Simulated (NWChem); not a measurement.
# Polarisability of F2Ge

```xyz
3

Ge     0.0000     0.0000    -0.4160
F      1.3105     0.0000     0.7395
F     -1.3105     0.0000     0.7395
```
Charge 0, spin multiplicity 1.

The numbers come from NWChem runs, not from measurements. Structure: optimised with PBE0/def2-SVP, a minimum by its harmonic frequencies.

Basis set: 6-31G*. Static limit. This basis has no diffuse functions, which lowers polarisabilities.

```tsv
method	isotropic polarisability (bohr³)	difference from CCSD linear response
CCSD linear response	25.13	0.00
B3LYP	24.68	-0.45
PBE	25.60	+0.47
HF	23.78	-1.35
LDA (SVWN5)	25.10	-0.04
```

The values span 1.82 bohr³, from HF (lowest) to PBE (highest). 

The Hamiltonian is non-relativistic. The correlated methods keep 11 core orbitals frozen. B3LYP has NWChem's definition, with VWN1-RPA local correlation. The Pople sets run with spherical d functions. The structure started from a generated list of species. Differences from the coupled-cluster row are differences between methods, not errors against experiment.
